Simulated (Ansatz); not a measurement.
Geometry optimisation, RKS revPBE/def2-SVP in Ansatz.

input.yaml

```yaml
crystal:
  periodic: [false, false, false]
  atoms:
    - { symbol: Cl, position_ang: [-1.99256, -0.66489, -0.74642] }
    - { symbol: C, position_ang: [-0.30798, -0.23123, -0.43787] }
    - { symbol: B, position_ang: [0.00274, 0.99689, 0.42421] }
    - { symbol: B, position_ang: [0.95481, -0.18853, 0.58027] }
    - { symbol: H, position_ang: [0.2617, -0.76808, -1.19806] }
    - { symbol: H, position_ang: [-0.74283, 1.81164, 0.7722] }
    - { symbol: H, position_ang: [1.82412, -0.9558, 0.60568] }
basis:
  gaussian: { orbitals: def2-SVP }
hamiltonian:
  xc: revpbe
relax:
  f_tol: 0.02
  max_steps: 40
scf:
  lower_state_search: "off"
```

Launched with:

```bash
$ ansatz run input.yaml --threads 1 --pin off --max-ram 2048MiB --backend cpu --events-out ev --progress --plain --runs-dir out
```

Where does it end, and by what steps?

The run converged. After 12 steps the energy has fallen by 0.476 eV; H5 moved furthest, 0.72 Å. Joined: B4–H5.

| step | energy less start (eV) | largest force component (eV/Å) | accepted |
| --- | --- | --- | --- |
| 0 | 0.0000 | 1.352 | yes |
| 1 | -0.1733 | 0.713 | yes |
| 2 | -0.2616 | 0.420 | yes |
| 3 | -0.3289 | 0.504 | yes |
| 4 | -0.3731 | 0.525 | yes |
| 5 | -0.4143 | 0.567 | yes |
| 6 | -0.4480 | 0.548 | yes |
| 7 | -0.4704 | 0.212 | yes |
| 8 | -0.4541 | 0.630 | no |
| 9 | -0.4744 | 0.149 | yes |
| 10 | -0.4759 | 0.050 | yes |
| 11 | -0.4760 | 0.043 | yes |
| 12 | -0.4760 | 0.014 | yes |

```xyz
7
Properties=species:S:1:pos:R:3
Cl -1.886 -0.755 -1.294
C -0.541 -0.147 -0.323
B -0.139 0.964 0.545
B 0.962 -0.156 0.316
H 0.225 -1.024 -0.527
H -0.556 1.994 1.000
H 1.935 -0.875 0.284
```

The run took 18 s on 1 thread of Arm Neoverse V2 (shared host), peak memory 0.11 GiB.
